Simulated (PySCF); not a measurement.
Species: C8H12Al (charge -1).
Z-matrix (Å and degrees, PBE0-D3(BJ)/def2-SVP geometry), rows numbered from 1:
```
C 
C   1  1.3428
Al  2  2.0187  1  125.60
C   3  2.0177  2  109.66  1   129.74
C   4  1.3428  3  125.13  2  -137.01
C   3  2.0183  2  109.82  1  -110.96
C   6  1.3427  3  125.21  2  -132.90
C   3  2.0149  2  109.41  1     9.26
C   8  1.3427  3  125.26  2  -131.71
H   1  1.0999  2  121.29  3    -0.28
H   1  1.1031  2  123.91  3   179.62
H   2  1.1065  1  114.19  3  -179.63
H   4  1.1060  3  120.60  2    43.96
H   5  1.1031  4  124.13  3  -179.09
H   5  1.0997  4  120.97  3     0.90
H   6  1.1057  3  120.29  2    47.84
H   7  1.1032  6  123.99  3  -179.22
H   7  1.0997  6  120.97  3     0.55
H   8  1.1057  3  120.38  2    49.56
H   9  1.0997  8  121.07  3     0.88
H   9  1.1031  8  123.89  3  -178.89
```

Level: PBE0/pcSseg-1 in PySCF, non-relativistic, on one gas-phase PBE0-D3(BJ)/def2-SVP geometry that isn't relaxed in the solvent. The solvent is an IEF-PCM continuum (van der Waals radii × 1.2). The model holds no explicit solvent molecules, cavitation or dispersion.

Gas phase at PBE0/pcSseg-1: HOMO -2.79 eV, LUMO 3.95 eV.

**Question.** What does the continuum do to the energy and the frontier levels at PBE0/pcSseg-1 in chloroform?

**Answer.** 
| solvent | ε | E(solvent) − E(gas) (kcal/mol) | polarisation term (kcal/mol) | distortion of the solute (kcal/mol) | HOMO (eV) | LUMO (eV) |
| --- | --- | --- | --- | --- | --- | --- |
| chloroform | 4.711 | -36.22 | -37.14 | 0.92 | -5.70 | 1.00 |

The polarisation term is half the interaction of the solute with the surface charges that it induces; the rest is the cost of distorting the solute's density. The sum is the electrostatic part of solvation alone.

**Question.** Which radius a makes Born's formula ΔE = −(q²/2a)(1 − 1/ε) give the value in chloroform?

**Answer.** a = q²(1 − 1/ε)/(2|ΔE|) = 3.61 Å, with q = -1 e and |ΔE| = 0.0577 Eh; the farthest nucleus lies 4.31 Å from the centroid of the nuclei. The formula assumes a point charge at the centre of a sphere.

**Question.** Which Mulliken charges (PBE0/pcSseg-1) respond most in chloroform (means over atoms taken as equivalent)?

**Answer.** 
```tsv
atoms	environment	gas (e)	solvent (e)	change
Al3	aluminium bonded to 4 C	+1.067	+1.025	-0.042
C2/C4/C6/C8	alkene CH carbon	-0.477	-0.514	-0.037
H11/H14/H17/H21	vinylic hydrogen	+0.056	+0.089	+0.033
H12/H13/H16/H19	vinylic hydrogen	+0.069	+0.089	+0.020
C1/C5/C7/C9	terminal =CH2 carbon	-0.256	-0.271	-0.015
H10/H15/H18/H20	vinylic hydrogen	+0.091	+0.100	+0.009
```

**Question.** How do the nuclear quadrupole coupling constants eQVzz/h respond in chloroform?

**Answer.** 
| nucleus | Q (barn) | gas (MHz) | solvent (MHz) | η gas | η solvent |
| --- | --- | --- | --- | --- | --- |
| 27Al at Al3 | 0.1466 | -0.51 | -0.56 | 0.30 | 0.26 |
